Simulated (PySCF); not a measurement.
C4H8O, SMILES CCC(C)=O (connectivity only; charge and spin as stated), charge +1, multiplicity 2.

Geometry: B3LYP-D3(BJ)/def2-SVP. The multiplicity is an assumed one; no other spin state was optimised. The values are those of a single conformer.

Calculation: ωB97X/def2-TZVP run with PySCF.

Isolated molecule, no solvent.

- total energy: -232.15072 hartree
- α spin, highest occupied and lowest empty level: -17.54 and -5.09 eV
- β spin, highest occupied and lowest empty level: -17.78 and -9.20 eV
- dipole moment about the centre of nuclear charge: 2.58 D
- mean static polarisability: 49.3 bohr³ (7.30 Å³)
- polarisability, principal values: 38.0, 50.3, 59.5 bohr³
- ⟨S²⟩: 0.758 (pure state 0.75)
